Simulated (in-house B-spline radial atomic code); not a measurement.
Ionisation energies along the 7-electron series, configuration 1s2 2s2 2p1/2(2) 2p3/2(1), as differences of self-consistent energies. Dirac energy differences include first-order Breit, QED and recoil terms. NIST's values go from ground level to ground level; the uncertainty of those that are theory runs from under 0.1 % in few-electron ions to several per cent in heavy many-electron ones. Computed with a B-spline radial code for spherical atoms: Dirac-Hartree-Fock, jj configuration that fills j = l - 1/2 first, finite nuclei.

A number in brackets counts the electrons of a j subshell.

```json
{"ion": "Cl10+", "configuration after": "[He] 2s2 2p1/2(2)", "ionisation energy (eV)": "524.1", "IE/(q+1)² (eV)": "4.3315", "-ε less Coulomb ΔSCF (eV)": "0.48605", "Breit and QED recoil part (eV)": "-0.082689", "tabulated value (eV)": "530", "tabulated kind": "semi-empirical", "computed minus tabulated (eV)": "-6"}
{"ion": "Ar11+", "configuration after": "[He] 2s2 2p1/2(2)", "ionisation energy (eV)": "612.9", "IE/(q+1)² (eV)": "4.256", "-ε less Coulomb ΔSCF (eV)": "0.90681", "Breit and QED recoil part (eV)": "-0.10595", "tabulated value (eV)": "619", "tabulated kind": "semi-empirical", "computed minus tabulated (eV)": "-6"}
{"ion": "K12+", "configuration after": "[He] 2s2 2p1/2(2)", "ionisation energy (eV)": "708.4", "IE/(q+1)² (eV)": "4.1919", "-ε less Coulomb ΔSCF (eV)": "1.4671", "Breit and QED recoil part (eV)": "-0.13355", "tabulated value (eV)": "714.7", "tabulated kind": "semi-empirical", "computed minus tabulated (eV)": "-6"}
{"ion": "Ca13+", "configuration after": "[He] 2s2 2p1/2(2)", "ionisation energy (eV)": "810.8", "IE/(q+1)² (eV)": "4.1368", "-ε less Coulomb ΔSCF (eV)": "1.592", "Breit and QED recoil part (eV)": "-0.16524", "tabulated value (eV)": "817.2", "tabulated kind": "semi-empirical", "computed minus tabulated (eV)": "-6"}
{"ion": "Sc14+", "configuration after": "[He] 2s2 2p1/2(2)", "ionisation energy (eV)": "920.0", "IE/(q+1)² (eV)": "4.0889", "-ε less Coulomb ΔSCF (eV)": "1.5922", "Breit and QED recoil part (eV)": "-0.2011", "tabulated value (eV)": "926.5", "tabulated kind": "semi-empirical", "computed minus tabulated (eV)": "-6"}
{"ion": "Ti15+", "configuration after": "[He] 2s2 2p1/2(2)", "ionisation energy (eV)": "1036.0", "IE/(q+1)² (eV)": "4.047", "-ε less Coulomb ΔSCF (eV)": "1.5925", "Breit and QED recoil part (eV)": "-0.24194", "tabulated value (eV)": "1042.5", "tabulated kind": "semi-empirical", "computed minus tabulated (eV)": "-6"}
{"ion": "V16+", "configuration after": "[He] 2s2 2p1/2(2)", "ionisation energy (eV)": "1158.9", "IE/(q+1)² (eV)": "4.01", "-ε less Coulomb ΔSCF (eV)": "1.5928", "Breit and QED recoil part (eV)": "-0.2879", "tabulated value (eV)": "1165.2", "tabulated kind": "semi-empirical", "computed minus tabulated (eV)": "-6"}
{"ion": "Cr17+", "configuration after": "[He] 2s2 2p1/2(2)", "ionisation energy (eV)": "1288.6", "IE/(q+1)² (eV)": "3.977", "-ε less Coulomb ΔSCF (eV)": "1.5931", "Breit and QED recoil part (eV)": "-0.33944", "tabulated value (eV)": "1294.8", "tabulated kind": "semi-empirical", "computed minus tabulated (eV)": "-6"}
{"ion": "Mn18+", "configuration after": "[He] 2s2 2p1/2(2)", "ionisation energy (eV)": "1425.1", "IE/(q+1)² (eV)": "3.9476", "-ε less Coulomb ΔSCF (eV)": "1.5934", "Breit and QED recoil part (eV)": "-0.39653", "tabulated value (eV)": "1430.9", "tabulated kind": "semi-empirical", "computed minus tabulated (eV)": "-6"}
{"ion": "Fe19+", "configuration after": "[He] 2s2 2p1/2(2)", "ionisation energy (eV)": "1568.4", "IE/(q+1)² (eV)": "3.921", "-ε less Coulomb ΔSCF (eV)": "1.5937", "Breit and QED recoil part (eV)": "-0.45982", "tabulated value (eV)": "1575.6", "tabulated kind": "measured", "computed minus tabulated (eV)": "-7"}
{"ion": "Co20+", "configuration after": "[He] 2s2 2p1/2(2)", "ionisation energy (eV)": "1718.6", "IE/(q+1)² (eV)": "3.897", "-ε less Coulomb ΔSCF (eV)": "1.5941", "Breit and QED recoil part (eV)": "-0.52926", "tabulated value (eV)": "1724", "tabulated kind": "semi-empirical", "computed minus tabulated (eV)": "-5"}
{"ion": "Ni21+", "configuration after": "[He] 2s2 2p1/2(2)", "ionisation energy (eV)": "1875.6", "IE/(q+1)² (eV)": "3.8752", "-ε less Coulomb ΔSCF (eV)": "1.5944", "Breit and QED recoil part (eV)": "-0.60572", "tabulated value (eV)": "1880", "tabulated kind": "semi-empirical", "computed minus tabulated (eV)": "-4"}
{"ion": "Cu22+", "configuration after": "[He] 2s2 2p1/2(2)", "ionisation energy (eV)": "2039.5", "IE/(q+1)² (eV)": "3.8554", "-ε less Coulomb ΔSCF (eV)": "1.5948", "Breit and QED recoil part (eV)": "-0.68853", "tabulated value (eV)": "2044", "tabulated kind": "semi-empirical", "computed minus tabulated (eV)": "-5"}
{"ion": "Zn23+", "configuration after": "[He] 2s2 2p1/2(2)", "ionisation energy (eV)": "2210.2", "IE/(q+1)² (eV)": "3.8372", "-ε less Coulomb ΔSCF (eV)": "1.5951", "Breit and QED recoil part (eV)": "-0.77898", "tabulated value (eV)": "2214", "tabulated kind": "semi-empirical", "computed minus tabulated (eV)": "-4"}
{"ion": "Ga24+", "configuration after": "[He] 2s2 2p1/2(2)", "ionisation energy (eV)": "2387.8", "IE/(q+1)² (eV)": "3.8205", "-ε less Coulomb ΔSCF (eV)": "1.5955", "Breit and QED recoil part (eV)": "-0.87658", "tabulated value (eV)": "2391", "tabulated kind": "semi-empirical", "computed minus tabulated (eV)": "-3"}
{"ion": "Ge25+", "configuration after": "[He] 2s2 2p1/2(2)", "ionisation energy (eV)": "2572.3", "IE/(q+1)² (eV)": "3.8051", "-ε less Coulomb ΔSCF (eV)": "1.5959", "Breit and QED recoil part (eV)": "-0.98205", "tabulated value (eV)": "2575", "tabulated kind": "semi-empirical", "computed minus tabulated (eV)": "-3"}
{"ion": "As26+", "configuration after": "[He] 2s2 2p1/2(2)", "ionisation energy (eV)": "2763.6", "IE/(q+1)² (eV)": "3.7909", "-ε less Coulomb ΔSCF (eV)": "1.5963", "Breit and QED recoil part (eV)": "-1.0961", "tabulated value (eV)": "2766", "tabulated kind": "semi-empirical", "computed minus tabulated (eV)": "-2"}
{"ion": "Se27+", "configuration after": "[He] 2s2 2p1/2(2)", "ionisation energy (eV)": "2961.8", "IE/(q+1)² (eV)": "3.7778", "-ε less Coulomb ΔSCF (eV)": "1.5966", "Breit and QED recoil part (eV)": "-1.2182", "tabulated value (eV)": "2964", "tabulated kind": "semi-empirical", "computed minus tabulated (eV)": "-2"}
{"ion": "Br28+", "configuration after": "[He] 2s2 2p1/2(2)", "ionisation energy (eV)": "3166.8", "IE/(q+1)² (eV)": "3.7656", "-ε less Coulomb ΔSCF (eV)": "1.597", "Breit and QED recoil part (eV)": "-1.3496", "tabulated value (eV)": "3169", "tabulated kind": "semi-empirical", "computed minus tabulated (eV)": "-2"}
{"ion": "Kr29+", "configuration after": "[He] 2s2 2p1/2(2)", "ionisation energy (eV)": "3378.8", "IE/(q+1)² (eV)": "3.7542", "-ε less Coulomb ΔSCF (eV)": "1.5974", "Breit and QED recoil part (eV)": "-1.4896", "tabulated value (eV)": "3380", "tabulated kind": "semi-empirical", "computed minus tabulated (eV)": "-1"}
{"ion": "Rb30+", "configuration after": "[He] 2s2 2p1/2(2)", "ionisation energy (eV)": "3597.7", "IE/(q+1)² (eV)": "3.7437", "-ε less Coulomb ΔSCF (eV)": "1.5978", "Breit and QED recoil part (eV)": "-1.6393", "tabulated value (eV)": "3600", "tabulated kind": "semi-empirical", "computed minus tabulated (eV)": "-2"}
```

Task: How far is this level of theory from the measured and semi-empirical values?

Result: Over those 21 rows the differences run from -7.19 to -1.19 eV (mean absolute value 4.6 eV). The calculation leaves out correlation and, in open shells, the multiplet splittings that an average leaves out.
